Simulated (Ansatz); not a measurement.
The Si3–H4 bond of H4PbSi (SMILES [SiH3][PbH]) is stretched (multiplicity 1, the rest rigid).
Geometry at rest (charge 0, multiplicity 1):
```xyz
6

Pb     0.013     0.355     0.331
H     -0.430     1.475    -1.080
Si    -0.033    -1.727    -1.466
H      0.953    -1.499    -2.558
H     -1.376    -1.843    -2.099
H      0.281    -3.051    -0.864
```

Frozen-core correlation. Filled d and f shells under p-block atoms count as core.

Codes used: Ansatz (Gaussian orbitals). Each number belongs to the level named beside it. In def2 rows elements past Kr take small-core potentials, without spin–orbit coupling.

FIC-MRCISD+Q on CASSCF(2,2)/def2-TZVPP, total energies (hartree):

```
R (Å)       CASSCF       MRCISD  weight c² of the reference
-----  -----------  -----------  --------------------------
1.489  -483.086292  -483.303370                     0.88839
2.606  -482.996419  -483.204639                     0.88621
4.765  -482.959180  -483.165450                     0.88427
```

Add the Davidson correction (E_MRCISD − E_CASSCF)(1 − c²)/c² and give the energies above the first point at the three levels.


Corrections (hartree): -0.027273, -0.026735, -0.026997. Above the first point (kcal/mol):
- R = 2.606 Å: CASSCF 56.4, MRCISD 62.0, with the correction 62.3
- R = 4.765 Å: CASSCF 79.8, MRCISD 86.5, with the correction 86.7

Ansatz is a quantum-chemistry and plane-wave program.
